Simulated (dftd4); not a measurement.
C$_{3}$H$_{3}$N$_{2}$, doublet, at a GFN2-xTB geometry; dftd4 4.2.0 with D4 for tpss.

Input for dftd4:
```
$ dftd4 mol.xyz --func tpss --charge 0 --json dftd4.json --noedisp

# file mol.xyz
8

C      0.27236014    -1.00195734     0.56516932
C      1.19099687    -0.19044326    -0.01759859
N      0.51940717     0.85249222    -0.56329251
C     -0.75970702     0.68408123    -0.32290162
N     -0.96357796    -0.45087572     0.37351811
H      2.25307636    -0.28200407    -0.07977545
H     -1.53106846     1.35703366    -0.63791490
H     -1.83471236    -0.83642890     0.69809648
```

The log (banner, timings and long lists left out):

```
                    ____  _____ _____     ____  _  _
      -------------|  _ \|  ___|_   _|---|  _ \| || |------------
     |             | | | | |_    | | ___ | | | | || |_           |
     |             | |_| |  _|   | ||___|| |_| |__   _|          |
     |             |____/|_|     |_|     |____/   |_|            |
     |             ===================================           |
     |            E. Caldeweyher, S. Ehlert & S. Grimme          |
     |          Mulliken Center for Theoretical Chemistry        |
     |                    University of Bonn                     |
      -----------------------------------------------------------

Rational (Becke-Johnson) damping: tpss-D4-ATM
---------------------
  s6         1.0000
  s8         1.7660
  s9         1.0000
  a1         0.4282
  a2         4.5426
 alp        16.0000
--------------------

Dispersion energy:      -8.1666602791453E-03 Eh

[Info] JSON dump of results written to 'dftd4.json'
```
